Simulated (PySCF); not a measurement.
## How methods differ on the ionisation energy of F²⁺

F²⁺ [He] 2s2 2p3 (4S) → F³⁺ [He] 2s2 2p2 (3P), as a difference of total energies. Calculation: PySCF 2.14, in dyall-av3z; the non-relativistic Hamiltonian (point nucleus). Correlated levels: valence: 1s2 frozen; virtual orbitals above 40 to 60 times the deepest correlated orbital energy dropped. The calculations carry no spin-orbit coupling.

```
           method  ionisation energy (eV)
              UHF                  62.259
              LDA                  63.188
              PBE                  62.859
             PBE0                  62.936
           r2SCAN                  63.177
             MN15                  62.808
           revPBE                  62.777
          r2SCANh                  63.169
             PW91                  62.995
    MP2 (valence)                  62.850
SCS-MP2 (valence)                  62.584
```

A first-order spin-orbit estimate (lowest level to lowest level, LS coupling) adds -0.054 eV.

Errors of the correlated levels include the incompleteness of this basis and the frozen core.

Which method comes closest to the reference value, and which is furthest?

The reference is 62.708 eV (semi-empirical (NIST evaluation); NIST Atomic Spectra Database, ionization energies). Closest: revPBE (error 0.015 eV); furthest: UHF (error -0.503 eV), both after the spin-orbit estimate.
